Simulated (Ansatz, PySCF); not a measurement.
WO2F2, SMILES [O]=[W](=[O])([F])[F], multiplicity 1. Atoms are numbered in the order given.

```xyz
5

W      0.0000     0.0000    -0.0515
O     -1.3611     0.0000     0.9731
O      1.3611     0.0000     0.9731
F      0.0000     1.5758    -1.0519
F      0.0000    -1.5758    -1.0519
```
Charge 0, spin multiplicity 1.

The structure is a stationary point at B3LYP-D3(BJ)/def2-SVP. The spin state was assumed, not searched. The isomer is the one that the SMILES or the coordinates give; other isomers of the formula were not compared. The def2 effective core potentials stand for the cores of W; spin–orbit coupling is left out.

Two levels are set side by side: PBE-D3(BJ)/def2-SVP (Ansatz, an electronic-structure program) and B3LYP-D3(BJ)/def2-SVP (Ansatz). Each level has its own optimised geometry; the coordinates shown are those of the second. Frequencies come from the Hessian of PySCF at each geometry. Differences are taken from unrounded values.

```csv
quantity,B3LYP-D3(BJ),PBE-D3(BJ),PBE-D3(BJ) minus B3LYP-D3(BJ)
mean bond length (Å),1.785,1.794,0.009
bond W1–O2 (Å),1.704,1.715,0.011
bond W1–O3 (Å),1.704,1.715,0.011
bond W1–F4 (Å),1.867,1.872,0.006
bond W1–F5 (Å),1.867,1.872,0.006
highest harmonic wavenumber (cm⁻¹),1054,1013,-41
mean harmonic wavenumber (cm⁻¹),529,514,-16
zero-point energy (kcal/mol),6.81,6.61,-0.20
```

GGA bonds tend to be longer and softer than those of functionals with exact exchange. Differences between two approximate levels are no errors against the true value.
